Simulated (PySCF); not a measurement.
**Correlation energy of Br (bromine, neutral)**

[Ar] 3d10 4s2 4p5, 2P determinant. Computed with PySCF 2.14 in def2-SVP (5s4p3d, 32 functions), with no relativity, point nucleus. Frozen: [Ar] 3d10; 7 electrons correlated.

MP2 pair energies summed by pair of shells (mhartree):

```
 pair  energy  share (%)
4p-4p  -64.82       66.5
4s-4p  -26.72       27.4
4s-4s   -5.97        6.1
```

Total MP2 correlation energy: -97.51 mhartree.

Same-spin part -24.43 and opposite-spin part -73.08 mhartree; SCS-MP2 scales them by 1/3 and 6/5 to -95.84 mhartree.

```tsv
level	correlation energy (mhartree)
CCSD	-112.29
(T)	-1.33
CCSD(T)	-113.62
```

Diagnostics: T1 = 0.0051, D1 = 0.0184, largest double amplitude 0.052.

Cost of the coupled-cluster step: 0.23 s of wall time on 1 thread of Neoverse-N1 (shared host), for 7 correlated electrons.

Iterations:

```
CC2 = 0
CCSD nocc = (np.int64(4), np.int64(3)), nmo = (18, 18)
frozen orbitals [[0, 1, 2, 3, 4, 5, 6, 7, 8, 9, 10, 11, 12, 13], [0, 1, 2, 3, 4, 5, 6, 7, 8, 9, 10, 11, 12, 13]]
max_cycle = 100
direct = 0
conv_tol = 1e-08
conv_tol_normt = 1e-06
diis_space = 8
diis_start_cycle = 0
Init t2, MP2 energy = -0.0975116049344556
Init E_corr(UCCSD) = -0.0975116049345412
cycle = 1  E_corr(UCCSD) = -0.109383901433233  dE = -0.0118722965  norm(t1,t2) = 0.0313792
cycle = 2  E_corr(UCCSD) = -0.111448501933008  dE = -0.0020646005  norm(t1,t2) = 0.00948932
cycle = 3  E_corr(UCCSD) = -0.112302274572978  dE = -0.00085377264  norm(t1,t2) = 0.00352213
cycle = 4  E_corr(UCCSD) = -0.112283708786137  dE = 1.85657868e-05  norm(t1,t2) = 0.000299738
cycle = 5  E_corr(UCCSD) = -0.112285208559172  dE = -1.49977304e-06  norm(t1,t2) = 6.41122e-05
cycle = 6  E_corr(UCCSD) = -0.112285149240399  dE = 5.9318773e-08  norm(t1,t2) = 1.03588e-05
cycle = 7  E_corr(UCCSD) = -0.112285196567118  dE = -4.73267196e-08  norm(t1,t2) = 2.20123e-06
cycle = 8  E_corr(UCCSD) = -0.1122851798466  dE = 1.67205187e-08  norm(t1,t2) = 3.82911e-07
cycle = 9  E_corr(UCCSD) = -0.112285181435832  dE = -1.58923262e-09  norm(t1,t2) = 6.01345e-08
UCCSD converged
E(UCCSD) = -2572.194487105748  E_corr = -0.1122851814358322
UCCSD(T) correction = -0.00132916390046473
```
